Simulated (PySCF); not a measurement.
Species: C6H9ClSi.
Cartesian coordinates in Å at the GFN2-xTB level; atoms count from 1:
```xyz
17
C6H9ClSi angstrom
C     -1.5523   -2.1769   -1.4790
C     -1.2028   -1.1157   -0.8247
C     -0.8344   -0.0714   -0.1442
C     -1.1907    1.3281   -0.5765
Si     0.1879   -0.2679    1.4378
Cl    -0.7417    0.7373    2.9438
C      1.8888    0.5167    1.2013
C      2.4945    0.6606    0.0321
H     -2.4835   -2.6845   -1.2830
H     -0.9323   -2.5983   -2.2545
H     -1.7752    1.8175    0.2011
H     -0.2851    1.9130   -0.7336
H     -1.7696    1.3159   -1.4974
H      0.2841   -1.6745    1.8279
H      2.3975    0.8711    2.0906
H      2.0381    0.3277   -0.8865
H      3.4696    1.1132   -0.0651
```

Theory: PySCF, TDDFT CAM-B3LYP/def2-SVPD, vertical, gas phase, core orbitals frozen in the response.

Transition dipole moments from the ground state, in atomic units and in the frame of the coordinates above (overall signs are arbitrary), for the states with f of 0.002 or more among the lowest 8:

| state | E (eV) | μx | μy | μz |
| --- | --- | --- | --- | --- |
| S1 | 5.725 | -0.047 | 0.030 | 0.126 |
| S3 | 6.371 | 0.222 | 0.221 | 0.067 |
| S4 | 6.754 | 0.522 | 0.523 | 0.009 |
| S5 | 6.830 | -0.455 | -0.538 | -0.413 |
| S6 | 7.045 | 0.527 | 0.685 | -0.098 |
| S7 | 7.114 | -0.566 | 0.119 | 0.151 |
| S8 | 7.234 | 0.007 | 0.089 | 0.468 |

Task: What oscillator strength does each state have?

Result: f = (2/3) ΔE |μ|² with ΔE in hartree (27.2114 eV).

| state | \|μ\|² (au) | \|μ\| (D) | f |
| --- | --- | --- | --- |
| S1 | 0.019 | 0.35 | 0.003 |
| S3 | 0.103 | 0.81 | 0.016 |
| S4 | 0.546 | 1.88 | 0.090 |
| S5 | 0.667 | 2.08 | 0.112 |
| S6 | 0.757 | 2.21 | 0.131 |
| S7 | 0.357 | 1.52 | 0.062 |
| S8 | 0.226 | 1.21 | 0.040 |

Task: Which bond between heavy atoms lies closest to the direction of the S6 transition dipole?

Result: Si5–C7, at 27° from it; next C1–C2 and C2–C3 at 41°.

Task: What angle do the transition dipoles of S7 and S8 make?

Result: |cos θ| = |μa·μb| / (|μa| |μb|) = 0.27, so θ ≈ 74° (taken between 0 and 90°, since the signs are arbitrary).

Task: How is the summed strength of these states shared among x, y and z?

Result: (2/3) Σ ΔE μα² gives 0.192 for x, 0.186 for y and 0.076 for z, 0.454 in all.

Task: What peak molar absorption coefficient would the strongest computed level give as a lone Gaussian band 0.5 eV wide at half height?

Result: ε(max) = 2.175×10⁸ f / FWHM, with the width in cm⁻¹. S6: 2.175×10⁸ × 0.1307 / 4033 ≈ 7000 L mol⁻¹ cm⁻¹.

One conformer stands for the species.
